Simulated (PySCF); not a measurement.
Ionising SbH

UHF; PySCF, scalar-relativistic core potentials, basis sets Sb def2-TZVPPD with ECP28, H def2-TZVPPD. Neutral (UHF): triplet (π ↑↑), Re = 1.703 Å, ωe = 2031 cm⁻¹, De = 1.63 eV, HOMO -9.01 eV, LUMO 0.55 eV.

SbH⁺ (UHF): doublet (π ↑), Re = 1.694 Å, ωe = 2115 cm⁻¹, De = 1.78 eV to Sb⁺ + H. The energies at the minima are -239.83710 hartree for SbH and -239.52719 for SbH⁺.

Task: Work out the adiabatic ionisation energy, without and with harmonic zero-point energies (1 hartree = 27.2114 eV, 1 eV = 8065.5 cm⁻¹), and the change of the bond length.

Result: At UHF: 0.30991 hartree = 8.433 eV between the minima; the zero-point term (2115.0 − 2031.0)/2 cm⁻¹ = +0.005 eV makes it 8.438 eV. Re changes by -0.9 pm against the neutral. The electron leaves a π orbital, which is non-bonding in a hydride.

Spin–orbit coupling is left out, which matters for elements this heavy, above all for dissociation energies. For an ion De counts to the pair picked by the measured ionisation energies or electron affinities, which need not be the lowest pair at this level. Hartree–Fock leaves out correlation, which carries a large part of most bond energies and some tenths to 1 eV of ionisation energies. States were picked by a PBE0 search and need not be the measured ground states.
